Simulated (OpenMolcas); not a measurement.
What dynamic correlation does to the levels of Cl3+

```yaml
Program: OpenMolcas 26.06
Basis: ANO-R1 [4s3p1d]
Scalar_Hamiltonian: X2C, finite nucleus
Active_space: 2 electrons in 3 orbitals (3p)
State_averaging: 2S+1 = 3 even, 3 roots; 2S+1 = 1 even, 6 roots
Spin-orbit_coupling: state interaction with AMFI integrals over the reference wave functions, term energies averaged over their components
```

Methods on the same reference wave functions:
A. CASSCF
B. SS-CASPT2, IPEA 0.25 Eh, imaginary shift 0.1 Eh (closed shells correlated: 2s 2p 3s)

Energies in cm-1 above 3s2 3p2 3P0, the measured ground level; measured values from Moore, Atomic Energy Levels, vol. I, NSRDS-NBS 35 (1971 reprint of NBS Circular 467, 1949).

```json
{"Level": "3s2 3p2 3P0", "A": "0.0", "B": "0.0", "Measured": "0.0"}
{"Level": "3s2 3p2 3P1", "A": "489", "B": "496", "Measured": "491"}
{"Level": "3s2 3p2 3P2", "A": "1364", "B": "1367", "Measured": "1341"}
{"Level": "3s2 3p2 1D2", "A": "16838", "B": "15320", "Measured": "13766"}
{"Level": "3s2 3p2 1S0", "A": "40520", "B": "35000", "Measured": "32550"}
```

Deviations, from unrounded energies. A percentage is the sum of absolute deviations over the sum of measured energies, with the sign that they share, or ± where signs differ.

| Against measurement | Levels | A | B |
| --- | --- | --- | --- |
| mean absolute deviation (cm-1) | 4 | 2800 | 1000 |
| fine structure of the ground term (%) | 2 | ±1.3 | +1.7 |
| other terms of the ground configuration (%) | 2 | +23.8 | +8.6 |

B lies closest to measurement on these levels. The largest miss of B in the table is 3s2 3p2 1S0, by +2400 cm-1. The ranking rests on the paired levels alone, and a cruder setting can come out closer through cancelling errors.

From A to B the spin-free energies of the other terms of 3s2 3p2 shown, above 3P, scale by factors of 0.86 to 0.90.

The lowest spin-free term lies below A's lowest term by 0.068 hartree in B.

CASPT2 does not keep the components of a term degenerate, so their means are used; among the terms shown or strongly mixed into the levels shown the widest spread is 130 cm-1 (3s2 3p2 1D, B). With the s shell closed, the reference lacks s² → p² mixing. The basis is small and was not contracted for so high a charge. Computed and measured levels are paired by configuration, term and J; levels that our copy of the source lacks, or whose pairing is in doubt (as where it misses far off the trend of its configuration), stay unpaired and out of the deviations. Only configurations of the active space appear.
